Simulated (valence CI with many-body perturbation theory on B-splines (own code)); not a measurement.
**E1 transitions of K XIV**

Level of theory: configuration interaction combined with many-body perturbation theory (CI+MBPT): four valence electrons over a frozen Dirac-Fock core [He], a basis of 11 s, 11 p, 9 d, 7 f, 5 g, 2 h, 1 i functions for each j, with the one-electron correlation potential Σ1, the two-electron term Σ2, the three-electron term Σ3, Breit, model QED; selected CI, second order for the rest (own B-spline code, finite nucleus).

No measured levels were compared; by estimate levels of excited configurations hold to 0.05 to 0.15 % of their energy, terms of the ground configuration to about 0.5 %.

Lines 201 to 232 of 232 in falling wavelength, among levels below 37.979 Ry, chosen from the strongest by gf and those to the six lowest levels. Wavelengths and rates use the calculated energies, so an error of 300 cm⁻¹ moves a line at 25.47 Å by 0.0076 % and its rate by three times that or more. Electric multipoles are in the length gauge, E1 and E2 with the static RPA response of the core. Weak lines are less certain than strong ones. Lines between different terms over intervals too small for the method are left out, as are lines whose strength nearly cancels.

Names give the largest LS component (configuration and term), which can be under half, so a name can repeat, a term be missing and a line seem to break the LS rules; names also repeat where a configuration has a term twice.

```csv
λ vac (Å),Upper,Lower,A (s⁻¹),S (a.u.)
25.47,2s2 2p 3d 1F°_3,2s2 2p2 3P_2,2.94e+10,1.68e-03
25.47,2s2 2p 3d 1P°_1,2s2 2p2 3P_2,2.28e+09,5.57e-05
25.42,2s 2p2 3p 3D°_2,2s2 2p2 1D_2,1.54e+09,6.24e-05
25.37,2s 2p2 3p 3S°_1,2s2 2p2 3P_2,3.51e+11,8.48e-03
25.37,2s2 2p 3d 1P°_1,2s2 2p2 3P_1,3.62e+10,8.76e-04
25.34,2s 2p2 3p 3D°_3,2s2 2p2 1D_2,2.28e+10,1.28e-03
25.34,2s 2p2 3p 5D°_1,2s2 2p2 3P_2,1.89e+11,4.56e-03
25.28,2s2 2p 3d 1P°_1,2s2 2p2 3P_0,1.97e+10,4.72e-04
25.28,2s 2p2 3p 3S°_1,2s2 2p2 3P_1,3.26e+11,7.79e-03
25.25,2s 2p2 3p 3P°_1,2s2 2p2 1D_2,1.14e+10,2.72e-04
25.24,2s 2p2 3p 5D°_1,2s2 2p2 3P_1,1.34e+11,3.18e-03
25.23,2s 2p2 3p 3P°_2,2s2 2p2 1D_2,1.12e+10,4.42e-04
25.20,2s 2p2 3p 5P°_1,2s2 2p2 3P_2,3.70e+10,8.78e-04
25.19,2s 2p2 3p 3S°_1,2s2 2p2 3P_0,1.59e+11,3.78e-03
25.16,2s 2p2 3p 5D°_1,2s2 2p2 3P_0,5.17e+10,1.22e-03
25.13,2s 2p2 3p 5P°_3,2s2 2p2 3P_2,4.72e+10,2.59e-03
25.11,2s 2p2 3p 5P°_1,2s2 2p2 3P_1,3.77e+10,8.84e-04
25.09,2s 2p2 3p 5P°_2,2s2 2p2 3P_1,2.28e+10,8.90e-04
25.03,2s 2p2 3p 5P°_1,2s2 2p2 3P_0,5.06e+10,1.17e-03
24.99,2s 2p2 3p 3D°_2,2s2 2p2 3P_2,1.34e+11,5.15e-03
24.94,2s 2p2 3p 3D°_1,2s2 2p2 3P_1,4.43e+11,1.02e-02
24.91,2s 2p2 3p 3D°_3,2s2 2p2 3P_2,1.21e+12,6.44e-02
24.90,2s 2p2 3p 3D°_2,2s2 2p2 3P_1,1.11e+12,4.24e-02
24.90,2s 2p2 3p 5S°_2,2s2 2p2 3P_2,1.71e+10,6.52e-04
24.86,2s 2p2 3p 3D°_1,2s2 2p2 3P_0,8.09e+11,1.84e-02
24.83,2s 2p2 3p 3P°_1,2s2 2p2 3P_2,7.22e+11,1.64e-02
24.81,2s 2p2 3p 3P°_2,2s2 2p2 3P_2,1.06e+12,4.00e-02
24.80,2s 2p2 3p 5S°_2,2s2 2p2 3P_1,3.18e+09,1.20e-04
24.76,2s 2p2 3p 3P°_0,2s2 2p2 3P_1,1.24e+12,9.32e-03
24.74,2s 2p2 3p 3P°_1,2s2 2p2 3P_1,2.94e+11,6.58e-03
24.71,2s 2p2 3p 3P°_2,2s2 2p2 3P_1,1.67e+11,6.22e-03
24.66,2s 2p2 3p 3P°_1,2s2 2p2 3P_0,2.27e+11,5.04e-03
```
